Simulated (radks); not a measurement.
Results of a calculation; reference values are marked as such.
Question: Species: Ag I. Configuration: [Ar] 3d10 4s2 4p4 4d10 5s1 4f2 (not the ground configuration). Level of theory: non-relativistic Kohn-Sham, LDA (Slater exchange, Perdew-Zunger correlation), spin-polarised, spherical densities, point nucleus; open shells are filled with parallel spins first (spin-orbit coupling, left out, can overturn this in heavy ions); relativity is left out, which matters for an element this heavy (a radial shooting solver on a logarithmic mesh with Libxc functionals). Some entries of the table are withheld. Estimate them.

orbital,occ.,eigenvalue (Ry),<r^2> (bohr^2)
1s up,1,-1802.841,0.001406
1s down,1,-1802.801,0.001406
2s up,1,-261.7375,0.02323
2s down,1,-261.7090,0.02323
2p up,3,-243.8689,0.01754
2p down,3,-243.8314,0.01754
3s up,1,-49.35428,0.1666
3s down,1,-49.30906,0.1665
3p up,3,-42.13650,0.1619
3p down,3,-42.08773,0.1617
3d up,5,-28.73104,0.1423
3d down,5,-28.68297,0.1420
4s up,1,-8.28752,0.9769
4s down,1,-8.12985,0.9814
4p up,3,-5.97417,1.122
4p down,1,-5.82300,1.130
4d up,5,-2.22111,1.791
4d down,5,-2.09249,1.825
5s up,1,-1.22789,7.042
5s down,0,-1.14614,7.114
4f up,2,(1),114.9
4f down,0,(2),200.7

Answer: 
(1) 4f up eigenvalue (Ry): -0.04919
(2) 4f down eigenvalue (Ry): -0.01471
